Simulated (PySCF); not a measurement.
Computed shifts of a molecule C8H6N2, HF/pcSseg-1 in PySCF, GIAO, gas phase, equivalent atoms averaged, in ppm (number of nuclei): ¹³C: 154.8 (2), 152.9 (2), 139.7 (2), 138.4 (2). ¹⁵N: 400.6 (2). ¹H: 9.32 (2), 9.00 (2), 8.31 (2). References: ¹³C against TMS (σ = 192.6 ppm); ¹⁵N against NH3 (σ = 267.3 ppm); ¹H against TMS (σ = 31.99 ppm), references at their B3LYP-D3(BJ)/def2-TZVP geometries, non-relativistic. The structure is a stationary point at B3LYP-D3(BJ)/def2-SVP. The values are those of a single conformer.

Problem. Pick the molecule that these values belong to.
A) C#Cc1cc(C=C)ncn1
B) C=Cc1ccc(C#N)cn1
C) C#Cc1cc(C#N)cn1C
D) c1ccc2nccnc2c1

Solution. D, c1ccc2nccnc2c1
